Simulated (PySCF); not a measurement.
## Dipole response of Ga⁻ (gallium, charge -1)

[Ar] 3d10 4s2 4p2, high-spin 3P determinant. All numbers are calculated (PySCF 2.14, a scalar-relativistic core potential, in aug-cc-pVQZ-PP with one added diffuse shell each of s, p, d, f, g type with ECP10MDF (8s7p6d4f3g, 114 functions)). Coupled (time-dependent) response in atomic units; α is the mean over directions.

```tsv
method	mean α (bohr³)	α xx, yy, zz	C₆ (like pair)	S(−4)
UHF	679.3	291.2, 873.9, 872.7	13240	785200
```

S(−4) is the Cauchy moment in α(ω) = α(0) + S(−4) ω² + …

Spin-orbit coupling is absent.

α(iu) at UHF:

```tsv
u (hartree)	α(iu) (bohr³)
0	679.3
0.0500	255.4
0.100	124.7
0.200	53.23
0.300	30.36
0.500	13.95
0.750	7.253
1.00	4.539
1.50	2.362
2.00	1.494
3.00	0.7789
5.00	0.3285
```

A single London oscillator, α(iu) = α/(1 + u²/ω²), gives C₆ = (3/4) ω α². Matching the computed C₆ needs ω = 4 × 13240 / (3 × 679.3²) = 0.0383 hartree.

For an ion, C₆ is the dispersion term alone; charge-induced terms of lower order in 1/R come first.

The components differ because the open shell of this determinant is not spherical; for a pure term their mean is the scalar polarisability.

Energies and moments cover only the electrons outside the core potential.
